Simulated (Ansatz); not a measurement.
`NC1BN1` → `N=CBN`  (isomerisation)

Isolated molecules relaxed with PBE0-D4/def2-TZVP in Ansatz; ΔE leaves out vibrations. CBS: MP2 limit from def2 TZ/QZ plus the TZ coupled-cluster correction, frozen cores. This one scheme is used for every species. DFT in def2-TZVPP. B3LYP here is the variant with VWN-RPA as its local correlation; programs differ in this. Each species was taken in one conformer, which may not be the lowest.

| level | ΔE (kJ/mol) |
| --- | --- |
| PBE0-D4 | -120.1 |
| B3LYP-D4 | -142.6 |
| ωB97M-V | -131.2 |
| MP2/def2-TZVPP | -132.6 |
| CCSD/def2-TZVPP | -145.4 |
| HF/def2-QZVPP | -163.3 |
| HF/CBS(def2) | -163.2 |
| CCSD/CBS(def2) | -140.1 |

What does CCSD(T)/CBS give? (Estimate.)

Computed: -139.4 kJ/mol. The listed levels differ from it by 19.3, -3.2, 8.2, 6.8, -6.0, -23.9, -23.8, -0.7 kJ/mol.

Largest T1 diagnostic among the species: 0.013.

In def2-TZVPP, CCSD(T) changes the Hartree–Fock value by +19.2 kJ/mol (the triples alone add +0.7 kJ/mol) and MP2 by +31.2 kJ/mol.
